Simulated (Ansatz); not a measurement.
BH$_{5}$SeO, singlet: at a first-order saddle point.

The input file, in.yaml:

```yaml
crystal:
  periodic: [false, false, false]
  atoms:
    - {symbol: B, position_ang: [-0.132712, -0.701414, -0.270289]}
    - {symbol: O, position_ang: [0.189376, 0.499407, -1.122733]}
    - {symbol: H, position_ang: [0.792057, -1.440971, -0.112723]}
    - {symbol: H, position_ang: [-1.235334, -1.146783, -0.427967]}
    - {symbol: H, position_ang: [0.044762, 1.108411, 0.092290]}
    - {symbol: Se, position_ang: [-0.271647, 0.518135, 1.608815]}
    - {symbol: H, position_ang: [-0.543811, 0.720662, -1.704578]}
    - {symbol: H, position_ang: [1.157310, 0.442352, 1.937085]}
basis:
  gaussian: {orbitals: def2-SVP}
hamiltonian: {xc: {name: wB97M-V}}
```

Launched with

```bash
ansatz run in.yaml --threads 4 --pin off --events-out ev --progress --plain --max-ram 9574MiB
```

The run's output (Ansatz 0.2.0):

```
Functional definition: wB97M-V
  name "wB97M-V"
  cite "Mardirossian & Head-Gordon, J. Chem. Phys. 144, 214110 (2016) doi:10.1063/1.4952647"
  cite "Becke, J. Chem. Phys. 107, 8554 (1997) doi:10.1063/1.475007"
  cite "Vydrov & Van Voorhis, J. Chem. Phys. 133, 244103 (2010) doi:10.1063/1.3521275"
  # Of w^i u^j: cxij and so on, Table III.
  parameter omega = 0.3/bohr
  parameter cx = 0.15
  parameter cx01 = 1.007
  parameter cx10 = 0.259
  parameter css00 = 0.443
  parameter css04 = -1.437
  parameter css10 = -4.535
  parameter css20 = -3.390
  parameter css43 = 4.278
  parameter cos00 = 1.000
  parameter cos10 = 1.358
  parameter cos20 = 2.924
  parameter cos21 = -8.812
  parameter cos60 = -1.390
  parameter cos61 = 9.142
  parameter b = 6.0
  parameter c = 0.01
  gx(w, u) = 1 - cx + cx01*u + cx10*w
  gss(w, u) = css00 + css04*u^4 + css10*w + css20*w^2 + css43*w^4*u^3
  gos(w, u) = cos00 + cos10*w + (cos20 + cos21*u)*w^2 + (cos60 + cos61*u)*w^6
  exchange = spin_sum(e_x_unif_sr(omega)*gx(b97_w, b97_u_x)) + cx*exact_x_sr(omega) + exact_x_lr(omega)
  correlation = spin_sum(e_c_pw_mod_same_spin*gss(b97_w, b97_u_same))
      + integral(e_c_pw_mod_opposite_spin*gos(b97_w_opposite, b97_u_opposite)) + vv10(b, c)
837 factors; integrals over basis functions are off by at most 1.5e-3 eV
219 factors; integrals over basis functions are off by at most 7.3e-6 eV
mean field evaluation 1: about -68136.2737 eV, gradient 3.6e1 eV
mean field evaluation 2: about -68136.0289 eV, gradient 4.1e1 eV
mean field evaluation 4: about -68138.8570 eV, gradient 7.8e-1 eV
mean field evaluation 8: about -68138.9081 eV, gradient 6.2e-2 eV
mean field evaluation 16: about -68138.9081 eV, gradient 2.6e-5 eV
mean field -68138.90812557 eV, -2504.0586874040 hartree, gradient 2.5e-5 eV, S^2 0.000000; 0 other end points of the search recorded, 0 dependent functions left out
reference -68138.90816133 eV, -2504.0586887181 hartree; 26, 26 occupied and 59, 59 virtual orbitals, 837 factors
Total energy: -68138.90816133 eV, -2504.0586887181 hartree
```

The lines “mean field evaluation” count trial sets of orbitals through the whole run, from several starts and some on an approximate energy, so they need not fall steadily or lie above the final value.

The run took about 3.9 s on 4 CPU threads of an Arm Neoverse V1 (shared host).
